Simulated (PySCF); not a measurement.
C5H7F, SMILES C=C(F)/C=C/C.

The structure is a stationary point at r2SCAN-D4/def2-SVP. The values are those of a single conformer.

These are TDA-PBE/def2-SVPD (PySCF) values and carry that method's errors.

Vertical excitations. Gas-phase values at a fixed geometry. State labels are in the subgroup Cs.

```json
[
 {"state": "S1", "symmetry": "A'", "energy (eV)": "5.77", "λ (nm)": "215", "f": "0.688", "main pairs": "HOMO→LUMO 68 %, HOMO−1→LUMO 15 %"},
 {"state": "S2", "symmetry": "A\"", "energy (eV)": "5.82", "λ (nm)": "213", "f": "0.001", "main pairs": "HOMO→LUMO+1 100 %"},
 {"state": "S3", "symmetry": "A'", "energy (eV)": "6.13", "λ (nm)": "202", "f": "0.408", "main pairs": "HOMO−1→LUMO 49 %, HOMO→LUMO+3 26 %, HOMO→LUMO 20 %"},
 {"state": "S4", "symmetry": "A\"", "energy (eV)": "6.23", "λ (nm)": "199", "f": "0.003", "main pairs": "HOMO→LUMO+2 100 %"},
 {"state": "S5", "symmetry": "A\"", "energy (eV)": "6.54", "λ (nm)": "190", "f": "0.000", "main pairs": "HOMO→LUMO+4 100 %"},
 {"state": "S6", "symmetry": "A\"", "energy (eV)": "6.88", "λ (nm)": "180", "f": "0.002", "main pairs": "HOMO−2→LUMO 96 %"},
 {"state": "S7", "symmetry": "A\"", "energy (eV)": "6.97", "λ (nm)": "178", "f": "0.000", "main pairs": "HOMO−3→LUMO 93 %"},
 {"state": "S8", "symmetry": "A\"", "energy (eV)": "7.00", "λ (nm)": "177", "f": "0.015", "main pairs": "HOMO→LUMO+5 94 %"},
 {"state": "S9", "symmetry": "A\"", "energy (eV)": "7.62", "λ (nm)": "163", "f": "0.007", "main pairs": "HOMO−1→LUMO+1 99 %"},
 {"state": "S10", "symmetry": "A\"", "energy (eV)": "7.73", "λ (nm)": "160", "f": "0.001", "main pairs": "HOMO−4→LUMO 95 %"},
 {"state": "T1", "symmetry": "A'", "energy (eV)": "3.08", "λ (nm)": "403", "f": "0", "main pairs": "HOMO→LUMO 99 %"},
 {"state": "T2", "symmetry": "A'", "energy (eV)": "4.92", "λ (nm)": "252", "f": "0", "main pairs": "HOMO−1→LUMO 86 %"},
 {"state": "T3", "symmetry": "A\"", "energy (eV)": "5.75", "λ (nm)": "216", "f": "0", "main pairs": "HOMO→LUMO+1 99 %"},
 {"state": "T4", "symmetry": "A'", "energy (eV)": "6.12", "λ (nm)": "203", "f": "0", "main pairs": "HOMO→LUMO+3 86 %, HOMO−1→LUMO 13 %"}
]
```
Triplets are in the Tamm–Dancoff approximation.
